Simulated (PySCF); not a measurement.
CH3BF2, singlet, geometry from GFN2-xTB, with bond 2-1 at 1.4 times its length; PySCF with CASSCF(4,5)/6-31G.

Input for PySCF:
```python
from pyscf import gto, scf, mcscf
import numpy

mol = gto.Mole()
mol.atom = '''
    B     0.032344   -0.035010    0.054432
    F     1.839299   -0.399611   -0.043023
    F    -0.547709   -0.533191    1.127851
    C    -0.733016    0.781991   -1.046833
    H    -1.744735    1.031652   -0.744107
    H    -0.791712    0.208428   -1.970255
    H    -0.205033    1.700695   -1.290852
'''
mol.basis = '6-31g'
mol.charge = 0
mol.spin = 0
mol.verbose = 4
mol.build()

mf = scf.RHF(mol)
mf.kernel()
mc = mcscf.CASSCF(mf, 5, 4)
mc.fix_spin_(ss=0.0)
mc.kernel()
occ = numpy.linalg.eigvalsh(mc.fcisolver.make_rdm1(mc.ci, mc.ncas, mc.nelecas))[::-1]
ss = mc.fcisolver.spin_square(mc.ci, mc.ncas, mc.nelecas)[0]
print('natural occupations', occ.round(4), ' <S^2>', round(ss, 4))
```

It wrote (shortened):

```
PySCF version 2.14.0

[INPUT] verbose = 4
[INPUT] num. atoms = 7
[INPUT] num. electrons = 32
[INPUT] charge = 0
[INPUT] spin (= nelec alpha-beta = 2S) = 0
[INPUT] symmetry False subgroup None
[INPUT] Mole.unit = angstrom
[INPUT] Symbol           X                Y                Z      unit          X                Y                Z       unit  Magmom
[...]
nuclear repulsion = 99.994033384684
number of shells = 26
number of NR pGTOs = 100
number of NR cGTOs = 42
basis = 6-31g
ecp = {}

******** <class 'pyscf.scf.hf.RHF'> ********
method = RHF
initial guess = minao
damping factor = 0
level_shift factor = 0
DIIS = <class 'pyscf.scf.diis.CDIIS'>
diis_start_cycle = 1
diis_space = 8
diis_damp = 0
SCF conv_tol = 1e-09
SCF conv_tol_grad = None
SCF max_cycles = 50
direct_scf = True
direct_scf_tol = 1e-13
Set gradient conv threshold to 3.16228e-05
Initial guess from minao.
init E= -263.110758367722
[...]
cycle= 1 E= -263.013772122956  delta_E= 0.097  |g|= 0.731  |ddm|= 2.03
[...]
cycle= 2 E= -263.096563075861  delta_E= -0.0828  |g|= 0.567  |ddm|= 1.04
[...]
cycle= 3 E= -263.149056301764  delta_E= -0.0525  |g|= 0.0518  |ddm|= 0.39
[...]
cycle= 4 E= -263.150677559413  delta_E= -0.00162  |g|= 0.0251  |ddm|= 0.0844
[...]
cycle= 5 E= -263.150879976419  delta_E= -0.000202  |g|= 0.00811  |ddm|= 0.0262
[...]
cycle= 6 E= -263.150933259793  delta_E= -5.33e-05  |g|= 0.00266  |ddm|= 0.0187
[...]
cycle= 7 E= -263.150938611228  delta_E= -5.35e-06  |g|= 0.000788  |ddm|= 0.00653
[...]
cycle= 8 E= -263.150939000576  delta_E= -3.89e-07  |g|= 0.000196  |ddm|= 0.00168
[...]
cycle= 9 E= -263.150939023831  delta_E= -2.33e-08  |g|= 3.64e-05  |ddm|= 0.000387
[...]
cycle= 10 E= -263.150939024722  delta_E= -8.91e-10  |g|= 7.82e-06  |ddm|= 7.01e-05
[...]
Extra cycle  E= -263.150939024756  delta_E= -3.47e-11  |g|= 3.72e-06  |ddm|= 1.12e-05
converged SCF energy = -263.150939024756

******** <class 'pyscf.mcscf.mc1step.CASSCF'> ********
CAS (2e+2e, 5o), ncore = 14, nvir = 23
max_cycle_macro = 50
max_cycle_micro = 4
conv_tol = 1e-07
conv_tol_grad = None
orbital rotation max_stepsize = 0.02
orbital rotation threshold for CI restart = 0.01
augmented hessian ah_max_cycle = 30
augmented hessian ah_conv_tol = 1e-12
augmented hessian ah_linear dependence = 1e-14
augmented hessian ah_level shift = 1e-08
augmented hessian ah_start_tol = 2.5
augmented hessian ah_start_cycle = 3
augmented hessian ah_grad_trust_region = 3
kf_trust_region = 3
kf_interval = 4
ci_response_space = 4
ci_grad_trust_region = 3
with_dep4 0
natorb = False
canonicalization = True
sorting_mo_energy = False
ao2mo_level = 2
internal_rotation = False
******** <class 'pyscf.fci.addons.SpinPenaltyFCISolver'> ********
max. cycles = 50
conv_tol = 1e-08
davidson only = True
linear dependence = 1e-12
level shift = 0.001
max iter space = 12
nroots = 1
pspace_size = 400
spin = None
CASCI E = -263.158215552666  S^2 = 0.0000000
Set conv_tol_grad to 0.000316228
macro iter   1 ( 21 JK    4 micro), CASSCF E = -263.176890749049  dE = -1.86751964e-02  S^2 = 0.0000000
               |grad[o]|=0.0298  |grad[c]|=0.0377  |ddm|=0.0513  |maxRot[o]|=0.251
macro iter   2 ( 21 JK    4 micro), CASSCF E = -263.193317402624  dE = -1.64266536e-02  S^2 = 0.0000000
               |grad[o]|=0.0408  |grad[c]|=0.0644  |ddm|=0.0641  |maxRot[o]|= 0.22
macro iter   3 ( 21 JK    4 micro), CASSCF E = -263.208477828461  dE = -1.51604258e-02  S^2 = 0.0000000
               |grad[o]|=0.0488  |grad[c]|=0.0277  |ddm|=0.0107  |maxRot[o]|= 0.17
macro iter   4 ( 21 JK    4 micro), CASSCF E = -263.212061141090  dE = -3.58331263e-03  S^2 = 0.0000000
               |grad[o]|=0.0247  |grad[c]|=0.0325  |ddm|=0.0182  |maxRot[o]|=0.0824
macro iter   5 ( 21 JK    4 micro), CASSCF E = -263.212848665945  dE = -7.87524855e-04  S^2 = 0.0000000
               |grad[o]|=0.00862  |grad[c]|=0.0131  |ddm|=0.00654  |maxRot[o]|=  0.2
macro iter   6 ( 21 JK    4 micro), CASSCF E = -263.213408944537  dE = -5.60278591e-04  S^2 = 0.0000000
[...]
               |grad[o]|=0.00128  |grad[c]|=0.00977  |ddm|=0.00468  |maxRot[o]|=0.000365
macro iter  33 ( 21 JK    4 micro), CASSCF E = -263.216032178369  dE = -4.52320842e-05  S^2 = 0.0000000
               |grad[o]|=0.00128  |grad[c]|=0.00764  |ddm|=0.00378  |maxRot[o]|=0.048
macro iter  34 ( 21 JK    4 micro), CASSCF E = -263.216117514986  dE = -8.53366168e-05  S^2 = 0.0000000
               |grad[o]|=0.00136  |grad[c]|=0.00411  |ddm|=0.00133  |maxRot[o]|=0.0875
macro iter  35 ( 20 JK    4 micro), CASSCF E = -263.216152908832  dE = -3.53938464e-05  S^2 = 0.0000000
               |grad[o]|=0.00156  |grad[c]|=0.0135  |ddm|=0.00641  |maxRot[o]|=0.0354
macro iter  36 ( 12 JK    3 micro), CASSCF E = -263.216161987907  dE = -9.07907537e-06  S^2 = 0.0000000
               |grad[o]|=0.00151  |grad[c]|=0.000184  |ddm|=9.93e-05  |maxRot[o]|=0.0086
macro iter  37 ( 21 JK    4 micro), CASSCF E = -263.216162638633  dE = -6.50725383e-07  S^2 = 0.0000000
               |grad[o]|=0.00145  |grad[c]|=0.00841  |ddm|=0.00391  |maxRot[o]|=0.000692
macro iter  38 ( 21 JK    4 micro), CASSCF E = -263.216162987681  dE = -3.49048321e-07  S^2 = 0.0000000
               |grad[o]|=0.00137  |grad[c]|=0.00906  |ddm|=0.00428  |maxRot[o]|=0.000588
macro iter  39 ( 21 JK    4 micro), CASSCF E = -263.216163175095  dE = -1.87413434e-07  S^2 = 0.0000000
               |grad[o]|=0.00132  |grad[c]|=0.00941  |ddm|=0.0045  |maxRot[o]|=0.000515
macro iter  40 ( 21 JK    4 micro), CASSCF E = -263.216163283151  dE = -1.08056327e-07  S^2 = 0.0000000
               |grad[o]|=0.0013  |grad[c]|=0.00959  |ddm|=0.00461  |maxRot[o]|=0.00044
macro iter  41 ( 21 JK    4 micro), CASSCF E = -263.216163350417  dE = -6.72661713e-08  S^2 = 0.0000000
               |grad[o]|=0.00129  |grad[c]|=0.00968  |ddm|=0.00466  |maxRot[o]|=0.000373
macro iter  42 ( 21 JK    4 micro), CASSCF E = -263.216211119374  dE = -4.77689567e-05  S^2 = 0.0000000
               |grad[o]|=0.00128  |grad[c]|=0.00757  |ddm|=0.00377  |maxRot[o]|=0.0478
macro iter  43 ( 21 JK    4 micro), CASSCF E = -263.216296736267  dE = -8.56168928e-05  S^2 = 0.0000000
               |grad[o]|=0.00135  |grad[c]|=0.0041  |ddm|=0.00133  |maxRot[o]|=0.0873
macro iter  44 ( 12 JK    3 micro), CASSCF E = -263.216304336900  dE = -7.60063324e-06  S^2 = 0.0000000
               |grad[o]|=0.00154  |grad[c]|=0.000124  |ddm|=0.000203  |maxRot[o]|=0.00739
macro iter  45 ( 21 JK    4 micro), CASSCF E = -263.216304906599  dE = -5.69699068e-07  S^2 = 0.0000000
               |grad[o]|=0.00141  |grad[c]|=0.00722  |ddm|=0.00333  |maxRot[o]|=0.000424
macro iter  46 ( 21 JK    4 micro), CASSCF E = -263.216305235554  dE = -3.28954911e-07  S^2 = 0.0000000
               |grad[o]|=0.00131  |grad[c]|=0.0084  |ddm|=0.00401  |maxRot[o]|=0.000609
macro iter  47 ( 21 JK    4 micro), CASSCF E = -263.216305374277  dE = -1.38723578e-07  S^2 = 0.0000000
               |grad[o]|=0.00126  |grad[c]|=0.00906  |ddm|=0.00438  |maxRot[o]|=0.000521
macro iter  48 ( 21 JK    4 micro), CASSCF E = -263.216305416179  dE = -4.19012736e-08  S^2 = 0.0000000
               |grad[o]|=0.00124  |grad[c]|=0.0094  |ddm|=0.0046  |maxRot[o]|=0.000422
macro iter  49 ( 21 JK    4 micro), CASSCF E = -263.216349920963  dE = -4.45047843e-05  S^2 = 0.0000000
               |grad[o]|=0.00123  |grad[c]|=0.00735  |ddm|=0.00372  |maxRot[o]|=0.0471
macro iter  50 ( 12 JK    3 micro), CASSCF E = -263.216422311139  dE = -7.23901757e-05  S^2 = 0.0000000
               |grad[o]|=0.00129  |grad[c]|=0.00954  |ddm|=0.00523  |maxRot[o]|=0.0813
1-step CASSCF not converged,  50 macro (1022 JK 197 micro) steps
CASSCF canonicalization
Density matrix diagonal elements [1.97958844 1.94860874 0.01285178 0.05001923 0.00893182]
CASSCF energy = -263.216422311139
CASCI E = -263.216422311139  E(CI) = -6.64060287293665  S^2 = 0.0000000
natural occupations [1.9839e+00 1.9475e+00 5.1300e-02 1.5700e-02 1.5000e-03]  <S^2> 0.0
```

The run did not converge; its last values are not results.
